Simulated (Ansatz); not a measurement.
Ansatz (an electronic-structure program) input:

Ansatz 0.2 input:
```yaml
crystal:
  periodic: [false, false, false]
  atoms:
    - {symbol: C, position_ang: [1.47250164, -0.39033442, 0.14749694]}
    - {symbol: B, position_ang: [-0.02295681, 0.11241129, -0.06180764]}
    - {symbol: C, position_ang: [-1.22045619, -0.70285380, 0.59764238]}
    - {symbol: N, position_ang: [-0.28744389, 1.17334285, -0.90229809]}
    - {symbol: H, position_ang: [1.57190076, -1.41553602, -0.22141171]}
    - {symbol: H, position_ang: [2.22332517, 0.22628337, -0.34509925]}
    - {symbol: H, position_ang: [1.69376586, -0.42265435, 1.21865715]}
    - {symbol: H, position_ang: [-1.05117848, -0.78825128, 1.67511453]}
    - {symbol: H, position_ang: [-2.20365626, -0.26431555, 0.43115020]}
    - {symbol: H, position_ang: [-1.22842387, -1.72307949, 0.20211954]}
    - {symbol: H, position_ang: [-0.39111474, 2.17122612, -0.80624148]}
basis:
  gaussian:
    orbitals: cc-pVTZ
magnetization: {spin_polarized: true, initial_magnetization: 1}
correlation: {method: ccsd_t, electrons: outside_noble_gas}
```

Which total energy does the run end on?

-159.70632 Eh (CCSD(T)/cc-pVTZ). The basis has 218 functions.

It need not be the lowest isomer of its formula.
